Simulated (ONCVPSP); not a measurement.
## As (Z = 33): one change to an ONCV potential, before and after

arsenic, optimised norm-conserving Vanderbilt (ONCV), made with ONCVPSP 4.0.1 (PBE, scalar-relativistic). Core [Ar], reference 3d10 4s2 4p3. Waves: 4s: rc 1.55 bohr, ncon 3, nbas 6, qcut 3.7 1/bohr, 2 projectors, debl 1.2 Ha; 4p: rc 1.85 bohr, ncon 3, nbas 6, qcut 3.9 1/bohr, 2 projectors, debl 3.1 Ha; 3d: rc 0.95 bohr, ncon 3, nbas 7, qcut 15.4 1/bohr, 2 projectors, debl 1.6 Ha. Local part: polynomial inside 0.95 bohr (lpopt 5, dvloc0 6 Ha). Core correction: Teter function, fcfact 5.5, rcfact 1.75.

All-electron outer shells of the reference configuration (PBE, scalar-relativistic, ld1.x):

| shell | level (eV) | outermost node (bohr) | outermost maximum (bohr) |
| --- | --- | --- | --- |
| 3s | -190.31 | 0.25 | 0.52 |
| 3p | -133.68 | 0.22 | 0.52 |
| 3d | -40.65 | – | 0.47 |
| 4s | -14.49 | 0.73 | 1.61 |
| 4p | -5.19 | 0.78 | 2.00 |

Change: s: qcut 5; p: qcut 5.2; d: qcut 20.6.

Cutoffs: the cutoffs (Ha) at which the residual kinetic energy of the hardest occupied pseudo-wave falls to 1 and 0.1 mHa per electron; they do not see the model core or the augmentation charge, which bear on the density cutoff. Errors are all-electron minus pseudo energies relative to the spin-unpolarised reference configuration.

Q: Predict the effect on cutoff, ghosts and configuration errors.

A: The potential gets harder (101 Ha and 111 Ha → 138 Ha and 156 Ha); of the 4 tests that both files solve, the error grows in 1 and shrinks in 2 by more than 15 % and 0.3 meV (median size 6.2 → 2.2 meV); neither file shows a bound ghost.

| quantity | base | changed |
| --- | --- | --- |
| cutoff, loose | 101 Ha | 138 Ha |
| cutoff, tight | 111 Ha | 156 Ha |
| loose cutoff by channel | s 25 Ha, p 6.5 Ha, d 101 Ha | s 10 Ha, p 8.4 Ha, d 138 Ha |
| bound ghosts | none | none |
| GHOST(+) flags under 300 eV | s at 70.9 eV | s at 54.5 eV |
| error for 3d10 4s2 4p2, meV [ΔE 9.15 eV] | -0.9 | -1.2 |
| error for 3d10 4s2 4p1, meV [ΔE 27.07 eV] | -4.5 | -3.3 |
| error for 3d10 4s2 4p0, meV [ΔE 54.77 eV] | -7.9 | +1.0 |
| error for 3d10 4s1 4p0, meV [ΔE 105.42 eV] | +35 | +65 |
| s: phases at 1.57 bohr within 0.05 rad from the reference energy up to (Ha; the scan ends near 5) | 2.5 | 1.9 |
| p: phases at 1.87 bohr within 0.05 rad from the reference energy up to (Ha; the scan ends near 5) | 4.4 | 4.5 |
| d: phases at 0.96 bohr within 0.05 rad from the reference energy up to (Ha; the scan ends near 5) | to the end of the scan | to the end of the scan |
| rms error of d²Exc/dni dnj with the model core, mHa | 0.40 | 1.01 |
